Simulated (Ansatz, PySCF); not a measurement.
Dimer: SiH4 (SMILES [SiH4]) (first 5 atoms) with C2H6O (SMILES CCO); geometry from B3LYP-D3(BJ)/def2-TZVP, rigid monomers moved along the line of their centres of mass till Si1···O8 is 2.77 Å.
(charge 0, multiplicity 1):
```xyz
14

Si    -0.0535    -0.0674    -0.0831
H     -1.2349     0.1941     0.7671
H     -0.3987     0.3154    -1.4767
H      0.3081    -1.4990    -0.0665
H      1.0879     0.7688     0.3487
C      0.0879     1.2901     3.5843
C     -0.2841    -0.1761     3.4550
O      0.5255    -0.8701     2.5064
H     -0.5752     1.7938     4.2913
H      0.0134     1.7933     2.6197
H      1.1117     1.4037     3.9517
H     -0.2330    -0.6731     4.4312
H     -1.3053    -0.2804     3.0872
H      1.4507    -0.7637     2.7536
```

Monomers are frozen at their geometry in the pair; levels with a basis set take the counterpoise correction.

Frozen-core correlation.

The values were computed with Ansatz (a first-principles code); PySCF for the dispersion terms. Values without a source in brackets are computed.

PBE/def2-TZVPPD gives 4.5 meV for the interaction energy.

Task: Where do these levels fall relative to PBE: PBE-D3(BJ)/def2-TZVPPD, r2SCAN/def2-TZVPPD, PBE0/def2-TZVPPD, wB97M-V/def2-TZVPPD, MP2/aug-cc-pV(D+d)Z.

Result: PBE-D3(BJ)/def2-TZVPPD -84.0; r2SCAN/def2-TZVPPD -55.9; PBE0/def2-TZVPPD -9.2; wB97M-V/def2-TZVPPD -101.0; MP2/aug-cc-pV(D+d)Z -44.4 meV. 0 of 5 lie above PBE; the widest gap is to wB97M-V/def2-TZVPPD.
